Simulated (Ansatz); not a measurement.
Ansatz (a quantum-chemistry and plane-wave program) input (B3LYP-D3(BJ)/def2-TZVP):

Ansatz 0.2 input:
```yaml
crystal:
  periodic: [false, false, false]
  atoms:
    - {symbol: V, position_ang: [0.12829121, -0.11499646, -0.26510166]}
    - {symbol: O, position_ang: [-1.27263217, -0.83399901, 0.09249602]}
    - {symbol: O, position_ang: [-0.47790844, 1.36650816, -0.47745313]}
    - {symbol: F, position_ang: [1.22818079, -0.17946162, 1.01966612]}
basis:
  gaussian:
    orbitals: def2-TZVP
hamiltonian:
  xc: b3lyp
  dispersion: d3bj
total_charge: 1
magnetization: {spin_polarized: true, initial_magnetization: 1}
phonons: {temperatures: {t_min: 298.15, t_max: 298.15, t_step: 100}}
```

Output:

```
Functional definition: B3LYP
integrals: 0.06 GiB planned
935 factors; their error is unknown
mean field: 0.70 GiB planned
mean field evaluation 1: about -32469.5724 eV, gradient 8.8e1 eV
mean field evaluation 2: about -31910.7702 eV, gradient 4.3e2 eV
mean field evaluation 4: about -32487.1433 eV, gradient 4.7e1 eV
mean field evaluation 8: about -32493.0458 eV, gradient 2.2e-1 eV
mean field evaluation 16: about -32493.1234 eV, gradient 8.4e-3 eV
mean field evaluation 32: about -32493.1234 eV, gradient 4.4e-5 eV
mean field -32493.12337914 eV, -1194.1002595533 hartree, gradient 4.4e-5 eV, S^2 0.853907; 2 other end points of the search recorded, 0 dependent functions left out
the calculation of the forces begins
reference -32493.12358170 eV, -1194.1002669974 hartree; 24, 23 occupied and 114, 115 virtual orbitals, 935 factors
these checks for a lower state are left out or cut short: stability, starts, cluster_reference, orbital_swaps, neighbouring_geometries, increment
integrals: 0.06 GiB planned
935 factors; their error is unknown
mean field: 0.70 GiB planned
mean field -32493.12321128 eV, -1194.1002533847 hartree, gradient 2.6e-6 eV, S^2 0.855245; 0 other end points of the search recorded, 0 dependent functions left out
the calculation of the forces begins
reference -32493.12341393 eV, -1194.1002608317 hartree; 24, 23 occupied and 114, 115 virtual orbitals, 935 factors
these checks for a lower state are left out or cut short: stability, starts, cluster_reference, orbital_swaps, neighbouring_geometries, increment
integrals: 0.06 GiB planned
935 factors; their error is unknown
mean field: 0.70 GiB planned
mean field -32493.12320450 eV, -1194.1002531356 hartree, gradient 2.9e-6 eV, S^2 0.852594; 0 other end points of the search recorded, 0 dependent functions left out
the calculation of the forces begins
reference -32493.12340699 eV, -1194.1002605769 hartree; 24, 23 occupied and 114, 115 virtual orbitals, 935 factors
these checks for a lower state are left out or cut short: stability, starts, cluster_reference, orbital_swaps, neighbouring_geometries, increment
integrals: 0.06 GiB planned
935 factors; their error is unknown
mean field: 0.70 GiB planned
mean field -32493.12332409 eV, -1194.1002575303 hartree, gradient 2.8e-6 eV, S^2 0.853693; 0 other end points of the search recorded, 0 dependent functions left out
the calculation of the forces begins
reference -32493.12352657 eV, -1194.1002649713 hartree; 24, 23 occupied and 114, 115 virtual orbitals, 935 factors
these checks for a lower state are left out or cut short: stability, starts, cluster_reference, orbital_swaps, neighbouring_geometries, increment
integrals: 0.06 GiB planned
935 factors; their error is unknown
mean field: 0.70 GiB planned
mean field -32493.12332556 eV, -1194.1002575842 hartree, gradient 1.3e-6 eV, S^2 0.854088; 0 other end points of the search recorded, 0 dependent functions left out
the calculation of the forces begins
reference -32493.12352821 eV, -1194.1002650316 hartree; 24, 23 occupied and 114, 115 virtual orbitals, 935 factors
these checks for a lower state are left out or cut short: stability, starts, cluster_reference, orbital_swaps, neighbouring_geometries, increment
integrals: 0.06 GiB planned
935 factors; their error is unknown
mean field: 0.70 GiB planned
mean field evaluation 64: about -32493.1233 eV, gradient 2.0e-6 eV
mean field -32493.12330822 eV, -1194.1002569469 hartree, gradient 2.0e-6 eV, S^2 0.852994; 0 other end points of the search recorded, 0 dependent functions left out
the calculation of the forces begins
reference -32493.12351066 eV, -1194.1002643867 hartree; 24, 23 occupied and 114, 115 virtual orbitals, 935 factors
these checks for a lower state are left out or cut short: stability, starts, cluster_reference, orbital_swaps, neighbouring_geometries, increment
integrals: 0.06 GiB planned
935 factors; their error is unknown
mean field: 0.70 GiB planned
mean field -32493.12333530 eV, -1194.1002579423 hartree, gradient 1.5e-6 eV, S^2 0.854807; 0 other end points of the search recorded, 0 dependent functions left out
the calculation of the forces begins
reference -32493.12353799 eV, -1194.1002653909 hartree; 24, 23 occupied and 114, 115 virtual orbitals, 935 factors
these checks for a lower state are left out or cut short: stability, starts, cluster_reference, orbital_swaps, neighbouring_geometries, increment
integrals: 0.06 GiB planned
935 factors; their error is unknown
mean field: 0.70 GiB planned
mean field -32493.12335227 eV, -1194.1002585657 hartree, gradient 2.1e-6 eV, S^2 0.853435; 0 other end points of the search recorded, 0 dependent functions left out
the calculation of the forces begins
reference -32493.12355478 eV, -1194.1002660078 hartree; 24, 23 occupied and 114, 115 virtual orbitals, 935 factors
these checks for a lower state are left out or cut short: stability, starts, cluster_reference, orbital_swaps, neighbouring_geometries, increment
integrals: 0.06 GiB planned
935 factors; their error is unknown
mean field: 0.70 GiB planned
mean field -32493.12336536 eV, -1194.1002590469 hartree, gradient 1.5e-6 eV, S^2 0.854377; 0 other end points of the search recorded, 0 dependent functions left out
the calculation of the forces begins
reference -32493.12356798 eV, -1194.1002664931 hartree; 24, 23 occupied and 114, 115 virtual orbitals, 935 factors
these checks for a lower state are left out or cut short: stability, starts, cluster_reference, orbital_swaps, neighbouring_geometries, increment
integrals: 0.06 GiB planned
935 factors; their error is unknown
mean field: 0.70 GiB planned
mean field -32493.12336903 eV, -1194.1002591818 hartree, gradient 2.4e-6 eV, S^2 0.854168; 0 other end points of the search recorded, 0 dependent functions left out
the calculation of the forces begins
reference -32493.12357162 eV, -1194.1002666268 hartree; 24, 23 occupied and 114, 115 virtual orbitals, 935 factors
these checks for a lower state are left out or cut short: stability, starts, cluster_reference, orbital_swaps, neighbouring_geometries, increment
integrals: 0.06 GiB planned
935 factors; their error is unknown
mean field: 0.70 GiB planned
mean field -32493.12337381 eV, -1194.1002593573 hartree, gradient 1.5e-6 eV, S^2 0.853648; 0 other end points of the search recorded, 0 dependent functions left out
the calculation of the forces begins
reference -32493.12357635 eV, -1194.1002668006 hartree; 24, 23 occupied and 114, 115 virtual orbitals, 935 factors
these checks for a lower state are left out or cut short: stability, starts, cluster_reference, orbital_swaps, neighbouring_geometries, increment
integrals: 0.06 GiB planned
935 factors; their error is unknown
mean field: 0.70 GiB planned
mean field evaluation 96: about -32493.1233 eV, gradient 7.5e-2 eV
mean field -32493.12335176 eV, -1194.1002585470 hartree, gradient 1.8e-6 eV, S^2 0.853967; 0 other end points of the search recorded, 0 dependent functions left out
the calculation of the forces begins
reference -32493.12355444 eV, -1194.1002659953 hartree; 24, 23 occupied and 114, 115 virtual orbitals, 935 factors
these checks for a lower state are left out or cut short: stability, starts, cluster_reference, orbital_swaps, neighbouring_geometries, increment
integrals: 0.06 GiB planned
935 factors; their error is unknown
mean field: 0.70 GiB planned
mean field -32493.12331680 eV, -1194.1002572624 hartree, gradient 1.8e-6 eV, S^2 0.853848; 0 other end points of the search recorded, 0 dependent functions left out
the calculation of the forces begins
reference -32493.12351926 eV, -1194.1002647025 hartree; 24, 23 occupied and 114, 115 virtual orbitals, 935 factors
these checks for a lower state are left out or cut short: stability, starts, cluster_reference, orbital_swaps, neighbouring_geometries, increment
integrals: 0.06 GiB planned
935 factors; their error is unknown
mean field: 0.70 GiB planned
mean field -32493.12334857 eV, -1194.1002584300 hartree, gradient 1.6e-6 eV, S^2 0.853999; 0 other end points of the search recorded, 0 dependent functions left out
the calculation of the forces begins
reference -32493.12355123 eV, -1194.1002658774 hartree; 24, 23 occupied and 114, 115 virtual orbitals, 935 factors
these checks for a lower state are left out or cut short: stability, starts, cluster_reference, orbital_swaps, neighbouring_geometries, increment
integrals: 0.06 GiB planned
935 factors; their error is unknown
mean field: 0.70 GiB planned
mean field -32493.12333360 eV, -1194.1002578796 hartree, gradient 1.4e-6 eV, S^2 0.853817; 0 other end points of the search recorded, 0 dependent functions left out
the calculation of the forces begins
reference -32493.12353607 eV, -1194.1002653205 hartree; 24, 23 occupied and 114, 115 virtual orbitals, 935 factors
Total energy: -32493.23234601 eV, -1194.1042640119 hartree
Atom 0 at     0.128291    -0.114996    -0.265102 Å, force     0.000987    -0.000367    -0.000043 eV/Å
Atom 1 at    -1.272632    -0.833999     0.092496 Å, force    -0.000085     0.001438    -0.000319 eV/Å
Atom 2 at    -0.477908     1.366508    -0.477453 Å, force    -0.000984    -0.001050     0.000325 eV/Å
Atom 3 at     1.228181    -0.179462     1.019666 Å, force     0.000083    -0.000020     0.000037 eV/Å
Dipole moment:     0.229257    -0.277305    -0.750972 e Å
Vibrations: 185.50 233.91 291.59 300.95 836.99 998.48 cm⁻¹, zero-point energy 0.176517 eV
```

The spin state was set by rule; other spins were not relaxed.

The determinant is spin-contaminated: <S^2> is 0.85 against 0.75 for a pure state.
